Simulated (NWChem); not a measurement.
Species: GeH4; SMILES [GeH4]

```xyz
5

Ge     0.0000     0.0000     0.0000
H      1.0627     0.0000    -1.1108
H      0.4317     0.9580     1.1221
H     -0.1477    -1.4209     0.5679
H     -1.3467     0.4629    -0.5792
```
Atoms are numbered in this order, from 1.

The geometry was optimised at PBE0/def2-SVP.

**Question.** Give the principal values of the shielding tensors (ppm) of Ge1 from PBE/x2c-SVPall-s, scalar ZORA without spin-orbit coupling, GIAO (NWChem), with their diamagnetic and paramagnetic parts as GIAO splits them.

**Answer.** 
| atom | σ11 | σ22 | σ33 | isotropic | diamagnetic | paramagnetic |
|---|---|---|---|---|---|---|
| Ge1 | 1633.0 | 1633.0 | 1633.0 | 1633.0 | 2749.9 | -1116.9 |
